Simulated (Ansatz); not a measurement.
Consider the ligand exchange at a B–C bond: `BC/C(C)=C\F` + `C=C[NH][GeH3]` → `B[N]([GeH3])C=C` + `CC(C)=CF`.

Computed with Ansatz on PBE0-D4/def2-TZVP structures; ΔE is electronic, products minus reactants. CBS: MP2 limit from def2 TZ/QZ plus the TZ coupled-cluster correction, frozen cores. Functionals use def2-TZVPP. For Ge outer-core shells are correlated without core-valence functions, which leaves a few kJ/mol of doubt a bond. Scalar relativity is left out up to krypton. One conformer a species, not always the lowest.

(1) Is it downhill or uphill in electronic energy at CCSD(T)/CBS, and by how much? (An estimate is asked.)

(2) What do these levels give: PBE-D4, r2SCAN-D4, ωB97X-V, r2SCAN, PBE0, HF/def2-TZVPP, MP2/def2-TZVPP, CCSD/def2-TZVPP, CCSD(T)/def2-TZVPP, HF/CBS(def2), MP2/CBS(def2), CCSD/CBS(def2)? (Best estimate.)

Largest T1 diagnostic among the species: 0.013.

Results:

(1) Ansatz gave: Downhill: ΔE = -35.3 kcal/mol.

(2) Ansatz gave: PBE-D4 -31.6, r2SCAN-D4 -32.0, ωB97X-V -33.5, r2SCAN -31.9, PBE0 -32.0, HF/def2-TZVPP -37.6, MP2/def2-TZVPP -34.0, CCSD/def2-TZVPP -35.8, CCSD(T)/def2-TZVPP -35.3, HF/CBS(def2) -37.5, MP2/CBS(def2) -33.9, CCSD/CBS(def2) -35.8 kcal/mol.

In def2-TZVPP, CCSD(T) changes the Hartree–Fock value by +2.3 kcal/mol (the triples alone add +0.5 kcal/mol) and MP2 by +3.6 kcal/mol.
